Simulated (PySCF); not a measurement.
Level of theory: PBE0-D3(BJ)/def2-TZVP in PySCF. Isolated molecules, 0 K electronic values unless said otherwise. 

Reference species (SMILES): `B1C=[SiH]1` (neutral, multiplicity 1).

| Quantity | Result |
|---|---|
| LUMO | -1.55 eV |
| HOMO | -7.11 eV |
| HOMO–LUMO gap | 5.56 eV |
| dipole moment | 1.44 D |

Changed species: `B1=C[SiH2]1`.

Question: Give the shifts of the LUMO, HOMO, HOMO–LUMO gap and dipole moment.

Answer: the LUMO falls by 1.11 eV, to -2.66 eV; the HOMO falls by 0.11 eV, to -7.22 eV; the HOMO–LUMO gap falls by 0.99 eV, to 4.57 eV; the dipole moment falls by 0.23 D, to 1.21 D.
